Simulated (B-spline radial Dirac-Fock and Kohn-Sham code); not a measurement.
## 2s emission of Pt⁵⁺

System: platinum as Pt⁵⁺ in the configuration [Xe] 4f14 5d5.

Calculated with a radial atomic solver, using one-electron (LDA, Dirac) transition rates at Dirac-Fock energies.

```
 line  multipole  energy (eV)  rate (s⁻¹)  share (%)
L1-L2         E1        614.2    3.13e+11     0.0194
L1-L3         E1       2323.5    4.03e+13       2.49
  Lβ4         E1      10856.4    5.34e+14       33.1
  Lβ3         E1      11236.5    6.30e+14       39.0
L1-M4         E2      11684.9    1.75e+13       1.08
L1-M5         E2      11765.3    2.62e+13       1.62
  Lγ2         E1      13273.0    1.34e+14       8.30
  Lγ3         E1      13363.9    1.70e+14       10.5
L1-N4         E2      13554.2    2.51e+12      0.155
L1-N5         E2      13571.0    3.95e+12      0.245
L1-O2         E1      13825.0    2.50e+13       1.55
  Lγ4         E1      13840.8    3.16e+13       1.96
L1-O5         E2      13896.4    2.41e+11     0.0149
```

The listed lines hold 100.0 % of the radiative rate. The radiative width is 1.06 eV in the length form and 1.07 eV in the velocity form; the two differ because the transition energies are not eigenvalue differences of the potential that gave the orbitals.
